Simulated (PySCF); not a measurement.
Estimate the missing entries of this data sheet.

Species: CH5Cl3O3Si3.
Atom-mapped SMILES: `[Cl:1][C:2]([Cl:3])([Cl:4])[SiH:5]1[O:6][SiH2:7][O:8][SiH2:9][O:10]1` (hydrogens: H11 on Si5; H12, H13 on Si7; H14, H15 on Si9)

```tsv
property	level	value
point group	PBE0-D3(BJ)/def2-SVP	Cs
rotational constants A, B, C	PBE0-D3(BJ)/def2-SVP	0.932, 0.458, 0.396 GHz
dipole moment	CAM-B3LYP/def2-SVPD	1.27 D
HOMO energy	CAM-B3LYP/def2-SVPD	?
LUMO energy	CAM-B3LYP/def2-SVPD	?
lowest singlet excitation	TDDFT CAM-B3LYP/def2-SVPD	?
strongest line among the 10 lowest singlet transitions	TDDFT CAM-B3LYP/def2-SVPD	?
lowest triplet excitation (Tamm–Dancoff)	TDA CAM-B3LYP/def2-SVPD	5.74 eV
static isotropic polarisability	CAM-B3LYP/def2-SVPD	126.2 au
vertical ionisation energy	ΔSCF CAM-B3LYP/def2-SVPD	10.44 eV
electronic spatial extent ⟨r²⟩ about the centre of nuclear charge	CAM-B3LYP/def2-SVPD	?
13C chemical shifts (computed TMS as zero) by class	GIAO PBE0/pcSseg-1	110.6 (C2) ppm
1H chemical shifts (computed TMS as zero) by class	GIAO PBE0/pcSseg-1	?
isotropic shieldings of nuclei other than C and H, by class	GIAO PBE0/pcSseg-1	244 (O6/O10), 252 (O8), 381 (Si7/Si9), 403 (Si5), 557 (Cl1/Cl3/Cl4) ppm
```

The electronic properties come from PySCF, for the isolated species, density fitting. The shieldings hold no spin–orbit term; for a carbon that bears several chlorines this term is known to matter.

Task: The lowest singlet excitation?

Result: 6.30 eV (197 nm, f = 0.006).

Task: The 1H chemical shifts (computed TMS as zero) by class?

Result: 5.28 (H13/H14), 5.21 (H12/H15), 4.68 (H11) ppm.

Task: What is the LUMO energy?

Result: 0.09 eV.

Task: The HOMO energy?

Result: -9.81 eV.

Task: Give the electronic spatial extent ⟨r²⟩ about the centre of nuclear charge.

Result: 2907 bohr².

Task: Give the strongest line among the 10 lowest singlet transitions.

Result: S6 at 7.37 eV (168 nm, f = 0.038).

The polarisability is 18.71 Å³ as a volume (1 au = 0.148185 Å³), or 0.99 au for each of the 128 electrons. The rotational constants make it an asymmetric top with κ = (2B − A − C)/(A − C) = -0.77, nearer the prolate limit (−1). The dipole equals about 4.2 × 10⁻³⁰ C·m (1 D = 3.33564 × 10⁻³⁰ C·m). The ΔSCF ionisation energy exceeds −ε(HOMO) by 0.63 eV with CAM-B3LYP.

For the geometry optimisation (PBE0-D3(BJ)/def2-SVP), on an Arm Neoverse V1 with one thread, shared host with 32 logical CPUs at a one-minute load of 9.8, this took 4.2 min of wall time and 1.1 GiB of memory at its peak.

One conformer stands for the species.
